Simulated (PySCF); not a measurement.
GaCl2, SMILES [Cl][Ga][Cl], multiplicity 2.

Coordinates come from a PBE-D3(BJ)/def2-TZVP optimisation. The multiplicity is an assumed one; other spin states were not compared. The isomer is the one that the SMILES or the coordinates give; other isomers of the formula were not compared.

The numbers are results of PySCF 2.14.0 with TDA-ωB97X/def2-SVPD, not measurements.

Vertical excitations. Gas-phase values at a fixed geometry.

Computed lowest excited states:
```csv
state,energy (eV),λ (nm),f,main pairs
root 1,3.45,360,0.000,β HOMO→LUMO 97 %
root 2,3.58,347,0.000,β HOMO−1→LUMO 97 %
root 3,3.65,339,0.035,"α HOMO→LUMO 93 %, β HOMO−3→LUMO 5 %"
root 4,4.02,308,0.016,"α HOMO→LUMO 5 %, β HOMO−3→LUMO 91 %"
root 5,4.02,308,0.014,β HOMO−2→LUMO 94 %
root 6,4.82,257,0.066,β HOMO−4→LUMO 91 %
root 7,5.63,220,0.089,"α HOMO→LUMO+2 67 %, α HOMO→LUMO+1 22 %, β HOMO−5→LUMO 5 %"
root 8,6.43,193,0.000,"α HOMO−1→LUMO 50 %, β HOMO→LUMO+1 47 %"
root 9,6.46,192,0.004,"α HOMO−2→LUMO 41 %, β HOMO−1→LUMO+1 53 %"
root 10,6.51,190,0.000,"α HOMO−1→LUMO 48 %, β HOMO→LUMO+1 50 %"
```
Unrestricted roots are not spin-pure.
